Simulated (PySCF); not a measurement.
# Bond lengths and vibrations by method: CGeH4Si

Calculated results; nothing here was measured. The program is PySCF 2.14.0, an open-source quantum chemistry code, run on an isolated molecule that a program drew, which may never have been made. The molecule is CGeH4Si (charge 0, singlet), drawn as the SMILES string `[SiH2]=[CH][GeH]`.

The geometry was optimised and harmonic frequencies were computed with HF and MP2, all in the cc-pV(D+d)Z basis, for the commonest isotopes, with a restricted reference for singlets and an unrestricted one otherwise, and a frozen core in MP2. Germanium has the cc-pVDZ-PP basis, with a core potential (ECP10MDF) in place of its 10 inner electrons, and its 3s, 3p and 3d shells are frozen in MP2. Each result is a local minimum of its method.

Geometry at the HF minimum:
```xyz
7
CGeH4Si, angstrom
Si    0.5573    0.8934    1.2608
C     1.9215   -0.1260    1.1588
Ge    2.3395   -1.1772   -0.4207
H    -0.4086    1.0586    0.1677
H     0.2049    1.7083    2.4418
H     2.5933   -0.1971    2.0108
H     1.0803   -0.6859   -1.2674
```

Lengths of the bonds as drawn, in Å (atoms numbered as above):
| bond | HF | MP2 |
|---|---|---|
| Si1-C2 | 1.706 | 1.731 |
| C2-Ge3 | 1.943 | 1.961 |
| Si1-H4 | 1.468 | 1.473 |
| Si1-H5 | 1.477 | 1.485 |
| C2-H6 | 1.087 | 1.100 |
| Ge3-H7 | 1.595 | 1.602 |

Rotational constants, in GHz:
| constant | HF | MP2 |
|---|---|---|
| A | 30.66 | 28.9 |
| B | 2.143 | 2.149 |
| C | 2.003 | 2.001 |

Harmonic frequencies in cm^-1, each column in rising order, so a row needn't be the same motion in every method:
| rank | HF | MP2 |
|---|---|---|
| 1 | 172 | 111 |
| 2 | 197 | 192 |
| 3 | 426 | 420 |
| 4 | 529 | 509 |
| 5 | 665 | 590 |
| 6 | 673 | 623 |
| 7 | 866 | 808 |
| 8 | 878 | 824 |
| 9 | 1003 | 936 |
| 10 | 1055 | 992 |
| 11 | 1201 | ? |
| 12 | 1942 | 1915 |
| 13 | 2338 | 2275 |
| 14 | 2392 | 2342 |
| 15 | 3308 | 3199 |

**Estimate the missing MP2 frequency from the HF column.**

A single factor s that minimises the squared misfit of MP2 against s times HF over the other rows is sum(HF x MP2) / sum(HF^2) = 0.9671, with an rms misfit of 30 cm^-1. For rank 11 it gives 0.9671 x 1201 = 1161 cm^-1. The calculation gives 1092 cm^-1, 69 cm^-1 below the estimate. The drawn bonds are on average 0.8 % longer in MP2 than in HF.
